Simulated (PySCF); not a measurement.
1,3-dichlorobuta-1,2-diene (C4H4Cl2), SMILES CC(Cl)=C=CCl. The structure is a stationary point at B3LYP-D3(BJ)/def2-SVP.

Problem. Give the equilibrium geometry at B3LYP-D3(BJ)/def2-SVP (PySCF confirms it by a frequency run) as bond lengths and angles. (An estimate is asked for; the answer gives what the named calculation found.)

Solution. 
Atoms: C1 C2 Cl3 C4 C5 Cl6 H7 H8 H9 H10. Bond lengths (Å): C1–C2 1.499, C1–H7 1.102, C1–H8 1.099, C1–H9 1.102, C2–Cl3 1.768, C2–C4 1.310, C4–C5 1.306, C5–Cl6 1.754, C5–H10 1.094. Angles (°): C2–C1–H7 110.2, C2–C1–H8 110.6, C2–C1–H9 110.0, H7–C1–H8 109.3, H7–C1–H9 107.5, H8–C1–H9 109.2, C1–C2–Cl3 114.2, C1–C2–C4 126.5, Cl3–C2–C4 119.3, C2–C4–C5 179.3, C4–C5–Cl6 123.4, C4–C5–H10 123.7, Cl6–C5–H10 112.9.
